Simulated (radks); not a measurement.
Results of a calculation; reference values are marked as such.
Spherical quantum dot in the effective-mass picture: electrons in a well V = -V0 / (1 + exp((r - R)/a)) with V0 = 3.19, R = 6.27, a = 0.25, with a point charge +1 (a donor) at the centre, all in effective atomic units (hartree* = m*/eps^2 hartree, bohr* = eps/m* bohr), one dielectric constant everywhere. Level of theory: non-relativistic Kohn-Sham, exchange-only LDA, spin-polarised, spherical densities (a radial shooting solver with Libxc functionals). Levels are named by radial order and angular momentum (1s, 1p, 1d, 2s, ...), and open shells are averaged over m. Results are scaled to m* = 0.614 and eps = 13, for which hartree* = 98.86 meV and bohr* = 1.12 nm.

N = 13, configuration 1s2 1p6 1d(up 4, down 0) 2s(up 1, down 0). This is the lowest configuration that the search found. Occupied and some empty levels:

level,occupation,eigenvalue (meV),<r> (nm)
1s up,1,-77.519,4.235
1s down,1,-70.647,4.616
1p up,3,-69.210,5.031
1p down,3,-63.468,5.025
1d up,4,-58.287,5.229
2s up,1,-58.011,2.655
1d down,0,-52.509,5.223
1f up,0,-43.605,5.386
2s down,0,-41.912,2.711
1f down,0,-37.782,5.385
1g up,0,-25.461,5.522
1g down,0,-19.626,5.526
2p up,0,-17.201,3.731
2p down,0,-10.869,3.855

Energy (meV): total -2500.44, kinetic 356.12, external -4355.7, Hartree 1745.0, exchange-correlation -245.87.

Electron density:

r (nm),n(r) (e/nm^3)
0.703,0.06475
1.46,0.01891
2.21,0.007925
2.97,0.006980
3.72,0.009821
4.48,0.01348
5.23,0.01400
5.99,0.008584
6.74,0.002037
7.49,0.0001503
8.25,7.345e-06
9.00,3.755e-07
9.76,2.086e-08
